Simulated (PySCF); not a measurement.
Compound: C₆H₁₇P₂ (charge +1).
SMILES with atom numbers: `[CH3:1][CH2:2][CH2:3][CH2:4][P+:5]([CH3:6])([CH3:7])[PH2:8]` (hydrogens: H9, H10, H11 on C1; H12, H13 on C2; H14, H15 on C3; H16, H17 on C4; H18, H19, H20 on C6; H21, H22, H23 on C7; H24, H25 on P8)

Method used: PBE0-D3(BJ)/def2-SVP geometry optimisation, gas phase (PySCF 2.14.0).

Problem. Give the optimised bond lengths and angles.

Solution. 
```csv
bond,length (Å),order
C1–C2,1.520,single
C2–C3,1.528,single
C3–C4,1.528,single
C4–P5,1.811,single
"P5–C6, P5–C7",1.804,single
P5–P8,2.197,single
"C1–H9, C1–H10, C1–H11",1.101,single
"C2–H12, C2–H13",1.103,single
"C3–H14, C3–H15",1.104,single
"C4–H16, C4–H17",1.104,single
C6–H18 and 5 like bonds,1.100,single
"P8–H24, P8–H25",1.428,single
```

Bonds in one row agree within 0.01 Å and their mean is given. Orders are formal, as drawn. A selection of angles:
```csv
angle,degrees
C1–C2–C3,114.5
C2–C3–C4,112.7
C3–C4–P5,114.7
C4–P5–C6,110.0
C4–P5–P8,108.0
C6–P5–C7,109.0
C6–P5–P8,113.5
C7–P5–P8,107.1
```

Dihedral angles: C1–C2–C3–C4 -64° (synclinal); C2–C3–C4–P5 177° (antiperiplanar); C3–C4–P5–C6 -66° (synclinal). The mirror-image conformer, all signs reversed, is as good.

P5 (phosphorus bonded to 3 C and P) is distorted tetrahedral (angles from 107.1° to 113.5°). P8 (three-coordinate phosphorus) is pyramidal (angles 94.2°, 92.6° and 91.7°, sum 278.5°, 0.87 Å off the plane of its three neighbours). Of the pairs four or more bonds apart, H9···H16 is among the closest relative to their van der Waals radii: 2.25 Å, 94 % of the sum of Bondi's values.

Point group: C1 (no symmetry element, even within 0.4 Å). PBE0-D3(BJ)/def2-SVP frequencies: not computed here. Torsions: C1–C2–C3–C4 -64°, C2–C3–C4–P5 177°, C3–C4–P5–C6 -66°, C4–P5–P8–H -80° and -175°.
